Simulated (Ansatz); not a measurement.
An elementary step

Start structure (C₂H₈Ge, singlet), relaxed at PBE0-D4/def2-TZVP:

```xyz
11
angstrom
Ge -1.1986 1.0059 0.9969
C 0.6245 0.6364 0.2479
C 0.7897 -0.3782 -0.8707
H -1.4513 -1.0871 0.8585
H -1.9904 0.6333 -0.3388
H -1.4805 -0.9185 1.6164
H 0.9222 1.6371 -0.1026
H 1.2962 0.4212 1.0852
H 0.5534 -1.3899 -0.5279
H 0.1208 -0.1579 -1.7059
H 1.8138 -0.4023 -1.2588
```

The step: C₂H₆Ge ([CH3][CH2][GeH]) + H₂ → C₂H₆ (CC) + GeH₂; bonds formed: Ge1–H6, C2–H4; bonds broken: Ge1–C2, H4–H6. Computed with Ansatz 0.2.0 (basis: def2-TZVPP and def2-QZVPP); correlated methods freeze the cores. Filled d shells of the heavier atoms are correlated. The def2 sets are not built for correlating such inner shells, so the correlated values are less sure here. Extrapolation: Hartree–Fock as exp(−7.88 √X), correlation as X^−2.97. Energies below are by CCSD(T) at an estimated basis limit (MP2 extrapolated from triple and quadruple zeta, plus CCSD(T) − MP2 in triple zeta).

Task: What are the electronic barrier and the energy of the step, from the start structure to the end structure? (An estimate is asked for; the value comes from the calculation.)

Result: By the calculation: Barrier 0.829 eV; step energy -0.377 eV (downhill); reverse barrier, their difference, 1.206 eV. Barrier and step energy count from the start structure, the reverse barrier from the end structure.

The saddle point: One imaginary mode of 1257i cm⁻¹.
```json
{"pair": "Ge1–H6", "start (Å)": "2.04", "saddle (Å)": "1.73", "end (Å)": "1.60"}
{"pair": "C2–H4", "start (Å)": "2.77", "saddle (Å)": "1.52", "end (Å)": "1.11"}
{"pair": "Ge1–C2", "start (Å)": "2.01", "saddle (Å)": "2.24", "end (Å)": "2.83"}
{"pair": "H4–H6", "start (Å)": "0.78", "saddle (Å)": "1.04", "end (Å)": "2.18"}
```

Zero-point energy (harmonic, PBE0-D4): ZPE is 2.328 eV at the start and 2.329 eV at the saddle, so the barrier goes from 0.829 to 0.830 eV.

No T1 diagnostic of these runs exceeds 0.012.

Labels in which every atom is bracketed show which atoms are joined, not bond orders.

For scale, one of the runs: CCSD(T)/def2-TZVPP, 222 basis functions (an equivalent command: `ansatz run in.yaml --threads 4`). The run took 91 s on 4 CPU threads (shared host), with 3.5 GiB of host memory at its peak.
